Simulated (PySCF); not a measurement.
Problem. What does the GFN2-xTB structure of `C=C([S-])OC(C)C` look like in three dimensions? (Charge -1.)

Solution. 
```
atom  x, y, z in Å
C1     2.7699    0.1703    1.0975
C2     1.7743   -0.1271    0.2469
S3     2.0158   -0.6231   -1.3676
O4     0.4825   -0.0195    0.7791
C5    -0.6098   -0.1845   -0.0905
C6    -1.6655   -1.0434    0.6053
C7    -1.1820    1.1803   -0.4880
H8     3.7955    0.0963    0.7859
H9     2.5637    0.4775    2.1109
H10   -0.2501   -0.6957   -1.0007
H11   -2.5181   -1.1971   -0.0539
H12   -2.0018   -0.5541    1.5186
H13   -1.2396   -2.0092    0.8675
H14   -2.0306    1.0560   -1.1586
H15   -0.4113    1.7556   -0.9954
H16   -1.5006    1.7267    0.3991
```

Orientation and origin are arbitrary. Atoms count from 1 in this order. C2 (vinylic carbon bearing oxygen) is planar (angles 124.0°, 120.8° and 115.2°, sum 360.0°, 0.01 Å off the plane of its three neighbours). The C–C distances run from 1.343 Å (C1=C2, drawn double in one of several resonance forms) to 1.532 Å (C5–C7, drawn single), a spread of 0.189 Å. O4 (ether oxygen) is bent (angle 118.2°). C1 (carbon bonded to C and 2 H) is planar (angles 121.1°, 120.6° and 118.3°, sum 360.0°, 0.00 Å off the plane of its three neighbours).

Bonds between heavy atoms (Å): C1=C2 1.343, C2–S3 1.706, C2–O4 1.401, O4–C5 1.406, C5–C6 1.528, C5–C7 1.532.

Structure optimised with GFN2-xTB, isolated species.

Point group: C1 (no symmetry element, even within 0.4 Å). Stationary, but not proved a minimum. Torsions: C1–C2–O4–C5 174°, C2–O4–C5–C6 137°.

One conformer stands for the species.

The numbers are calculated, not measured.
